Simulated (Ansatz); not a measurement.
`FC1=CCCC1F`. Total charge 0; spin multiplicity 1. All single points use the PBE0-D4/def2-TZVP geometry.

```xyz
13

F     2.547    0.636    0.033
C     1.262    0.308    0.122
C     0.600    0.016    1.231
C    -0.819   -0.337    0.915
C    -0.962    0.032   -0.574
C     0.452    0.182   -1.121
F     0.850   -0.956   -1.825
H     1.029    0.005    2.225
H    -1.006   -1.400    1.100
H    -1.530    0.216    1.535
H    -1.514   -0.707   -1.156
H    -1.484    0.986   -0.672
H     0.576    1.020   -1.812
```

Question: What is the dipole moment at ωB97M-V/def2-TZVPP? (An estimate is asked.)

Answer: Computed: 2.69 D, with components (-2.22, 0.89, 1.22) D in this frame, pointing from negative to positive charge.

Question: And with PBE, r2SCAN, B3LYP? (An estimate is asked.)

Answer: Computed: PBE 2.52 D, r2SCAN 2.63 D, B3LYP 2.71 D.

Question: Give the Mulliken charges with ωB97M-V, B3LYP, r2SCAN in def2-TZVPP. (An estimate is asked.)

Answer: Ansatz gave: 
| atom | ωB97M-V | B3LYP | r2SCAN |
| --- | --- | --- | --- |
| F1 | -0.19 | -0.20 | -0.20 |
| C2 | 0.16 | 0.19 | 0.17 |
| C3 | -0.15 | -0.19 | -0.18 |
| C4 | -0.14 | -0.08 | 0.03 |
| C5 | -0.21 | -0.15 | -0.08 |
| C6 | 0.15 | 0.17 | 0.23 |
| F7 | -0.23 | -0.25 | -0.24 |
| H8 | 0.12 | 0.12 | 0.09 |
| H9 | 0.11 | 0.08 | 0.04 |
| H10 | 0.09 | 0.07 | 0.03 |
| H11 | 0.10 | 0.09 | 0.05 |
| H12 | 0.10 | 0.08 | 0.04 |
| H13 | 0.08 | 0.06 | 0.02 |

B3LYP here is the variant with VWN-RPA as its local correlation; programs differ in this.
